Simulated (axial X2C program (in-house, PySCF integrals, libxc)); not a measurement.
## TiH⁺: bond constants with and without spin–orbit coupling

Computed with an axial X2C code built on PySCF integrals. Spin-free means the one-electron spin-free X2C Hamiltonian; two-component (2c) means X2C with spin–orbit coupling and atomic mean-field two-electron Coulomb and Gaunt terms, so the difference of the two also holds small scalar two-electron terms. Basis: Ti dyall-cv3z [10s10p6d4f2g], H dyall-v3z [6s2p1d] (cores contracted in-house); Gaussian nuclei, density fitting, unrestricted open shells. Masses: Ti 47.948 u, H 1.008 u.

The run was started with this input:
```json
{"zs": [22, 1], "q": 1, "bas": ["dyall-cv3z", "dyall-v3z"], "levels": ["PBE0", "HF", "r2SCAN"], "cc": true, "r0": 1.68, "thr": -2.0, "nmax": 90, "npts": 10, "nst": 2, "ntry": 6}
```
```bash
python so2c.py task.json out
```

Keys: zs atomic numbers; q charge; bas basis sets; levels methods; cc coupled cluster on or off; r0 starting distance in Å; thr threshold in hartree for freezing inner shells (an s shell follows its p shell); nmax most natural virtual spinors; npts points on the curve; nst determinants followed; ntry starts of the search. HF also brings MP2.

State, spin-free: M_S = 1, Λ = 3 (beyond evenly filled blocks: π+α, δ+α); electrons by block: σα: 6, σβ: 6, π+α: 3, π+β: 2, π-α: 2, π-β: 2, δ+α: 1. Fragments: Ti+ + H.

State, 2c: Ω = 2 (⟨Sz⟩ = -1.00, ⟨Lz⟩ = 3.00 at PBE0); electrons by block: 1/2: 9, -1/2: 8, 3/2: 3, -3/2: 2. Fragments: Ti+ + H.

```
Hamiltonian    level  Re (Å)  ωe (cm⁻¹)  ωexe (cm⁻¹)  Be (cm⁻¹)  De (eV)  μ (D)
  spin-free     PBE0   1.695     1765.3         22.9      5.942     2.28  -3.22
  spin-free       HF   1.762     1713.7          n/a      5.498     1.22  -4.57
  spin-free      MP2   1.695     1794.8         20.7      5.941     2.22    n/a
  spin-free     CCSD   1.715     1751.7         22.9      5.806     2.41    n/a
  spin-free  CCSD(T)   1.712     1751.3         23.5      5.827     2.45    n/a
  spin-free   r2SCAN   1.689     1770.7           25      5.986     1.79  -3.10
         2c     PBE0   1.695     1764.9         22.9      5.941      n/a  -3.22
         2c       HF   1.763     1713.3          n/a      5.497      n/a  -4.57
         2c      MP2   1.696     1794.4         20.8      5.941      n/a    n/a
         2c     CCSD   1.715     1751.3         22.8      5.805      n/a    n/a
         2c  CCSD(T)   1.712     1750.9         23.4      5.827     2.46    n/a
         2c   r2SCAN   1.689     1770.3           25      5.985      n/a  -3.10
```

Correlated methods: 12 electrons correlated (number of frozen shells: Ti 2 s, 1 p; H none), 214 virtual spin orbitals or spinors in MP2, 90 natural virtuals in coupled cluster.

Dipoles are positive if H is the positive end and refer to the centre of mass.

Occupations by symmetry block were frozen at the best pattern of an incomplete PBE0 search. Dissociation energies refer to the lowest single-determinant-based atoms at the same level and basis. De is not given where an atomic determinant may have missed its ground term or J level, or where the truncated virtual space spoils (T). Density functionals use the spin component along the axis (collinear). Coupled cluster ran in a truncated set of natural virtual spinors; the MP2 energy of the rest was added. (T) has no such correction and the atoms are truncated less, which lowers De at CCSD(T) by a hundredth of an eV or more. The 2c atoms are single determinants rather than J levels; their spin–orbit lowering is only partly caught, and De is too large by that part. This holds for CCSD(T). PBE0 can misorder states that lie within some tenths of an eV, so this need not be the ground state of the molecule. The nearest other spin-free determinant of the search, M_S = 1, Λ = 0, lies 0.05 eV up at the distance of the search. The functionals have no current-density term, which raises determinants with orbital currents, atoms included. With several unpaired electrons one determinant need not be a pure state. At some level and bond length an empty orbital lies below a filled one.

Rough cost a point (2c) on 1 thread(s) of a shared host, integrals apart: PBE0 0.4 s, HF 0.23 s, CCSD(T) 8 s, r2SCAN 0.5 s.

The whole task took 3.8 min on 1 thread of Intel(R) Xeon(R) Processor @ 2.30GHz, on a shared host.
